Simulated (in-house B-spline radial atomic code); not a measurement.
Inner levels of caesium as electrons are removed. A shift is the extra binding of the orbital against the neutral atom ([Xe] 6s1). The density at the nucleus is averaged over the nuclear charge. Computed with a radial B-spline atomic code at the basis-set limit: Dirac-Hartree-Fock, jj configuration that fills j = l - 1/2 first, finite nuclei.

A number in brackets counts the electrons of a j subshell.

```
  ion                    configuration  shift of 3s1/2 (eV)  shift of 3d5/2 (eV)  shift of 3p3/2 (eV)  radius of 3s1/2 (bohr)  radius of 3d5/2 (bohr)  radius of 3p3/2 (bohr)  Σ<r²> (bohr²)  change of density at nucleus (bohr⁻³)
Cs21+  [Ar] 3d10 4s2 4p1/2(2) 4p3/2(2)               567.69               570.14               566.43                  0.2944                 0.26986                 0.29584         4.5569                                  352.1
Cs22+  [Ar] 3d10 4s2 4p1/2(2) 4p3/2(1)               610.64               613.64               608.89                 0.29407                  0.2693                 0.29548         4.0203                                 418.49
Cs23+           [Ar] 3d10 4s2 4p1/2(2)                654.3               657.87               652.05                 0.29374                 0.26873                  0.2951         3.5028                                 486.91
Cs24+           [Ar] 3d10 4s2 4p1/2(1)               699.57               703.96               697.51                 0.29334                 0.26811                 0.29458         3.0248                                 532.98
Cs25+                    [Ar] 3d10 4s2               745.55               750.82                743.7                 0.29293                 0.26747                 0.29405         2.5639                                  579.9
Cs26+                    [Ar] 3d10 4s1               791.11               798.29               790.29                   0.293                 0.26682                 0.29352         2.1254                                -260.57
```
